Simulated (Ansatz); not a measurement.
`[OH][Ti]([SH])([SH])[SH]`, relaxed with RKS PBE0-D4/def2-TZVP in the Gaussian-basis code of Ansatz from a GFN2-xTB geometry. The force threshold is 0.005 eV/Å; the program also tests the step.

The species carries charge 0 and has multiplicity 1.

Start:

```xyz
9

O     1.073    1.414    0.183
Ti    0.199   -0.003    0.040
S     0.647   -1.311   -1.794
S    -2.062    0.412   -0.131
S     0.349   -1.409    1.854
H     1.588    2.216    0.296
H     0.846   -0.294   -2.643
H    -2.108    1.207    0.947
H    -0.531   -2.231    1.248
```

| step | energy (eV) | largest force (eV/Å) | largest move (Å) |
| --- | --- | --- | --- |
| 1 | -57721.5163 | 3.140 | 0.000 |
| 2 | -57721.6527 | 1.119 | 0.195 |
| 3 | -57721.6905 | 0.308 | 0.108 |
| 4 | -57721.6986 | 0.123 | 0.061 |
| 5 | -57721.7000 | 0.061 | 0.146 |
| 6 | -57721.7026 | 0.028 | 0.071 |
| 7 | -57721.7027 | 0.120 | 0.009 |
| 8 | -57721.7031 | 0.134 | 0.053 |
| 9 | -57721.7044 | 0.132 | 0.022 |
| 10 (rejected) | -57721.5851 | 2.793 | 0.195 |
| 11 | -57721.7111 | 0.193 | 0.098 |
| 12 (rejected) | -57721.6988 | 1.255 | 0.099 |
| 13 | -57721.7152 | 0.136 | 0.050 |
| 14 | -57721.7187 | 0.359 | 0.048 |
| 15 (rejected) | -57721.7177 | 0.571 | 0.072 |
| 16 | -57721.7223 | 0.168 | 0.036 |
| 17 | -57721.7245 | 0.066 | 0.037 |
| 18 | -57721.7252 | 0.031 | 0.056 |
| 19 | -57721.7255 | 0.056 | 0.038 |
| 20 (rejected) | -57721.7255 | 0.045 | 0.018 |
| 21 | -57721.7258 | 0.010 | 0.009 |
| 22 | -57721.7258 | 0.010 | 0.015 |
| 23 | -57721.7258 | 0.005 | 0.007 |
| 24 | -57721.7259 | 0.004 | 0.005 |

End:

```xyz
9

O     0.981    1.447    0.468
Ti    0.132   -0.056    0.112
S     0.882   -1.143   -1.745
S    -2.103    0.306   -0.229
S     0.545   -1.512    1.812
H     1.729    1.984    0.203
H     0.385   -0.174   -2.542
H    -2.067    1.438    0.501
H    -0.484   -2.290    1.420
```

Hardware: 2 threads of an AMD EPYC 7R13 on a shared host and a share of an NVIDIA H100 80 GB. Wall time 81 s, peak host memory 0.9 GiB.
